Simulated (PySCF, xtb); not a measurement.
HOSi, SMILES [OH+]=[Si] (connectivity only; charge and spin as stated), charge +1, multiplicity 1.

GFN2-xTB in xtb at its own geometry gives an orbital gap of 5.26 eV.

Geometry optimised at B3LYP-D3(BJ)/def2-TZVPD. The isomer is the one that the SMILES or the coordinates give; other isomers of the formula were not compared.

### Question
What does r2SCAN/def2-TZVPD run with PySCF give? (Estimate from the structure and the level; the computed values follow.)

### Answer
gap 6.33 eV (levels -15.76 and -9.44 eV).
